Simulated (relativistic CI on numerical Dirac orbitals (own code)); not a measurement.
# Hyperfine structure of Co6+, mass number 60

Method of calculation: Dirac-Coulomb-Breit CI, KLI orbitals optimised for each configuration, model QED (radiative potential, 1s self-energy scaled to tabulated hydrogen-like ionisation energies), unscaled Slater integrals (own radial code, finite nucleus).

Configurations in the expansion (outside the closed core [Ne]): 3s2 3p6 3d3, 3s2 3p5 3d4, 3s2 3p6 3d2 4s, 3s2 3p6 3d2 4p, 3s 3p6 3d4, 3s2 3p6 3d2 4d, 3s2 3p6 3d2 5s, 3s2 3p6 3d2 4f, 3s2 3p6 3d2 5p, 3s2 3p6 3d2 5d, 3s2 3p6 3d2 5f, 3s2 3p6 3d2 5g, 3s2 3p6 3d 4s 4p, 3s2 3p6 3d 4s2, 3s2 3p6 4s2 4p, 3s2 3p6 4s2 4d, 3s2 3p6 4s2 5s, 3p6 3d5, 3p5 3d6. Double excitations out of closed p, d and f shells are left out; levels of such configurations are missing from the list, as are those of other unlisted configurations, and high levels can miss mixing partners.

Nuclear spin I = 5, μ = 3.799 μN, Q = 0.46 b (tables of Stone and Pyykkö). The electronic factors are computed for point nuclear moments, without core polarisation or the Bohr-Weisskopf and QED corrections.

```
             Level  E (cm⁻¹)  A (MHz)  B (MHz)
3s2 3p6 3d3 4F_3/2       0.0    946.5     -131
3s2 3p6 3d3 4F_5/2     680.8    588.1     -131
3s2 3p6 3d3 4F_7/2    1579.7    485.3     -183
3s2 3p6 3d3 4F_9/2    2656.8    461.1     -270
3s2 3p6 3d3 4P_1/2   23572.4   -485.3         
3s2 3p6 3d3 4P_3/2   23843.1    440.8     -303
3s2 3p6 3d3 4P_5/2   24732.0    236.1      380
3s2 3p6 3d3 2G_7/2   25497.8    721.2      208
```

Levels with J = 0, under 50 % of one LS term, or S terms without an open s electron are left out. Small factors come from cancelling terms and can be off by tens of per cent or more.

At this charge configurations can still be misplaced by up to about 7 % of their energy. Terms inside the open d or f shell come out 10 to 20 % too wide with unscaled integrals. 20 of the 24 excited levels that our extract of the measured tables holds in this range could be paired (the sources list more); they are missed by 2129 cm⁻¹ on average and 5717 at most, and levels without a partner can miss by more. Some levels of the ground configuration have no partner and can miss by 10 % or more.

(1) Give the hyperfine levels of 3s2 3p6 3d3 4F_3/2 relative to its centre of gravity.

## Answers

(1) With K = F(F + 1) − I(I + 1) − J(J + 1), E = AK/2 + B[¾K(K + 1) − I(I + 1)J(J + 1)]/[2I(2I − 1)J(2J − 1)]: F = 7/2: -8575, F = 9/2: -4231, F = 11/2: 999.1, F = 13/2: 7066 MHz.

LS names give the leading component of a level, which can be under half, so a name can repeat, a term be missing and a line seem to break the LS rules.
